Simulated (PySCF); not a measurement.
Species: CH7B2O2P.
Bonds: B1–O2, O2–B3, B3–P4, B3–O5, O5–C6. Hydrogens: H7, H8 on B1; H9, H10 on P4; H11, H12, H13 on C6.

Method: PySCF 2.14.0, PBE0-D3(BJ)/def2-SVP geometry optimisation, gas phase; density fitting, grid level 1; the optimiser is geomeTRIC in internal coordinates, started from a GFN2-xTB structure with every atom displaced at random (about 0.01 Å).

Geometry at step 0:
```
atom  x, y, z in Å
B1     -1.3865   -1.7692   -0.3314
O2     -0.8856   -0.5630   -0.1970
B3     -0.3277    0.6128   -0.0290
P4     -1.3073    2.2461    0.1399
O5      1.0257    0.8119   -0.0238
C6      1.9918   -0.1886   -0.2096
H7     -1.6177   -2.3961    0.6250
H8     -1.6343   -2.1385   -1.4237
H9     -2.1404    1.8168    1.2083
H10    -0.4453    2.8754    0.9894
H11     2.5041   -0.3766    0.7469
H12     1.5452   -1.1224   -0.5473
H13     2.6839    0.1745   -0.9581
```

Task: Give the atomic forces at this geometry.

Result: 
| atom | Fx (eV/Å) | Fy (eV/Å) | Fz (eV/Å) |
| --- | --- | --- | --- |
| B1 | -0.350 | -0.069 | -0.401 |
| O2 | -0.021 | -0.320 | -0.062 |
| B3 | 1.529 | 1.592 | 0.398 |
| P4 | -1.430 | -0.300 | -0.760 |
| O5 | -0.458 | -0.168 | -0.001 |
| C6 | -0.499 | 0.203 | 0.501 |
| H7 | -0.149 | -0.691 | 0.929 |
| H8 | -0.129 | -0.392 | -0.727 |
| H9 | -0.246 | -0.087 | -0.035 |
| H10 | 1.093 | 0.638 | 0.774 |
| H11 | 0.166 | 0.015 | -0.088 |
| H12 | -0.103 | -0.439 | -0.197 |
| H13 | 0.596 | 0.017 | -0.332 |

The largest, 2.24 eV/Å, acts on B3; the rms over all components is 0.599 eV/Å. The forces sum to zero within rounding, as they must for an isolated molecule in no field.

Task: Give the force on B3 in Eh/bohr and in nN.

Result: 2.243 eV/Å ÷ 51.422 = 0.04362 Eh/bohr, and 2.243 eV/Å × 1.602 = 3.59 nN.

Task: How far is this geometry from the end of the optimisation?

Result: 0.267 eV above it, and 0.661 Å rms away after alignment. The bonds farthest from their final lengths, with half the difference of the two atoms' forces along the bond (positive lengthens):

```json
{"bond": "O2–B3", "now (Å)": "1.312", "final (Å)": "1.384", "force along bond (eV/Å)": "+1.22"}
{"bond": "P4–H10", "now (Å)": "1.364", "final (Å)": "1.424", "force along bond (eV/Å)": "+1.49"}
{"bond": "B1–H7", "now (Å)": "1.167", "final (Å)": "1.209", "force along bond (eV/Å)": "+0.69"}
{"bond": "B1–O2", "now (Å)": "1.313", "final (Å)": "1.352", "force along bond (eV/Å)": "-0.04"}
{"bond": "B1–H8", "now (Å)": "1.179", "final (Å)": "1.213", "force along bond (eV/Å)": "+0.18"}
{"bond": "B3–P4", "now (Å)": "1.912", "final (Å)": "1.938", "force along bond (eV/Å)": "-0.10"}
```

The angle farthest from its final value is B1–O2–B3, 176.8° against 129.6°.

Of the 6 listed bonds off by 0.010 Å or more, this force points towards the final length in 4.

What follows is the cost of the whole optimisation. Time: 4.4 min wall; peak memory 0.51 GiB. Hardware: an Arm Neoverse V1 with one thread (shared host).
